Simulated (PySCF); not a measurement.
Isomers of C7H10O. Computed with TDDFT B3LYP/def2-SVPD, vertical, gas phase, core orbitals frozen in the response in PySCF 2.14.0, density-fitted response routines. Geometries: GFN2-xTB; one conformer of each isolated species. Triplets are in the Tamm–Dancoff approximation.

A. `C#CCC(=C)OCC`
B. `O=C(C1CC1)C1CC1`
C. `O=C1C[C@@H]2CC[C@H]1C2`

Lowest singlet levels (six at most, fewer where fewer were computed) with oscillator strengths:

1. 207 nm (f 0.050); 200 nm (f 0.035); 190 nm (f 0.004); 189 nm (f 0.010); 187 nm (f 0.023); 183 nm (f 0.025); T1 4.38 eV
2. 289 nm (f 0.000); 200 nm (f 0.005); 178 nm (f 0.024); 176 nm (f 0.013); 174 nm (f 0.005); 171 nm (f 0.010); T1 3.77 eV
3. 274 nm (f 0.000); 187 nm (f 0.018); 186 nm (f 0.001); 182 nm (f 0.342); 180 nm (f 0.032); 173 nm (f 0.094); T1 4.07 eV

**Question.** Match each spectrum to its molecule.

**Answer.** 1 = A, 2 = C, 3 = B.
- A: S1 at 5.98 eV, HOMO→LUMO (56%), HOMO→LUMO+1 (35%); Löwdin shares by element: HOMO carbon 57% or more, oxygen 21%, hydrogen 4% or more (atoms not listed hold the other 17%); LUMO carbon 57% or more (atoms not listed hold the other 43%); HOMO -6.47 and LUMO 0.19 eV.
- B: S1 at 4.53 eV, HOMO→LUMO (98%); S1 has the pattern of n→π* at C=O; HOMO -6.99 and LUMO -0.77 eV.
- C: S1 at 4.28 eV, HOMO→LUMO (98%); S1 has the pattern of n→π* at C=O; HOMO -6.72 and LUMO -0.68 eV.
